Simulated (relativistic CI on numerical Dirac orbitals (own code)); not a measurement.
# Sensitivity of the levels of Pd to α and to the nuclear radius

Calculated at this level of theory: Dirac-Coulomb-Breit CI, separate exchange-only KLI orbitals for each configuration, valence Slater integrals scaled by 0.85, P86 correlation energy added to each configuration, derivatives by finite differences, QED left out (own radial code, finite nucleus).

Configuration list (outside the closed core [Kr]): 4d¹⁰, 4d⁹5s, 4d⁸5s², 4d⁹5p, 4d⁹5d, 4d⁸5s5p, 4d⁹4f, 4d⁹5f. Levels of other configurations are missing.

With x = (α/α₀)² − 1 an excitation energy changes as ω = ω₀ + qx; K = 2q/ω₀ is the relative enhancement. Terms are leading LS components, so labels can repeat. The field-shift factor is F = δν/δ⟨r²⟩ for the transition from the lowest level.

Lowest level 4d¹⁰ ¹S0.

| Level | ω₀ (cm⁻¹) | q (cm⁻¹) | K | F (GHz/fm²) |
| --- | --- | --- | --- | --- |
| 4d⁹5s ³D3 | 4204.5 | -6991 | -3.33 | 3.48 |
| 4d⁹5s ³D2 | 5531.7 | -6204 | -2.24 | 3.44 |
| 4d⁹5s ³D1 | 7556.4 | -3770 | -0.998 | 3.54 |
| 4d⁹5s ¹D2 | 9887.6 | -4277 | -0.865 | 3.34 |
| 4d⁸5s² ³F4 | 24332.8 | -15800 | -1.3 | 8.38 |
| 4d⁸5s² ³F3 | 27287.2 | -12880 | -0.944 | 8.43 |
| 4d⁹5p ³P°2 | 27523.8 | -4142 | -0.301 | 0.644 |
| 4d⁸5s² ³F2 | 28826.2 | -12100 | -0.84 | 8.41 |
| 4d⁹5p ³F°4 | 29161.7 | -3657 | -0.251 | 0.613 |
| 4d⁹5p ³F°3 | 29186.6 | -4010 | -0.275 | 0.594 |
| 4d⁹5p ³P°1 | 29429.5 | -2627 | -0.179 | 0.636 |
| 4d⁹5p ¹D°2 | 30401.7 | -3736 | -0.246 | 0.68 |
| 4d⁹5p ³D°3 | 30650.6 | -3745 | -0.244 | 0.673 |
| 4d⁹5p ³P°0 | 31111.1 | -535.8 | -0.0344 | 0.695 |
| 4d⁹5p ³F°2 | 32242.0 | -1220 | -0.0757 | 0.725 |
| 4d⁹5p ¹F°3 | 33028.0 | -521.9 | -0.0316 | 0.651 |
| 4d⁹5p ³D°1 | 33541.2 | -1073 | -0.064 | 0.746 |
| 4d⁹5p ³D°2 | 33848.0 | -764.5 | -0.0452 | 0.772 |
| 4d⁹5p ¹P°1 | 35018.9 | -793.9 | -0.0453 | 0.448 |
| 4d⁸5s² ³P2 | 35586.7 | -14960 | -0.841 | 8.31 |
| 4d⁸5s² ³P1 | 38840.6 | -13000 | -0.669 | 8.51 |
| 4d⁸5s² ³P0 | 39079.2 | -13240 | -0.678 | 8.5 |
| 4d⁸5s² ¹D2 | 39579.3 | -11320 | -0.572 | 8.37 |

Correlation outside the listed configurations is missing or only estimated: errors of thousands of cm⁻¹ between configurations and terms are usual at this charge. Rates and lifetimes follow the computed energies and can be off by large factors. The fine structure of a lone outer electron comes out too small, for d and f at times inverted, and misplaced configurations move strength between like terms.
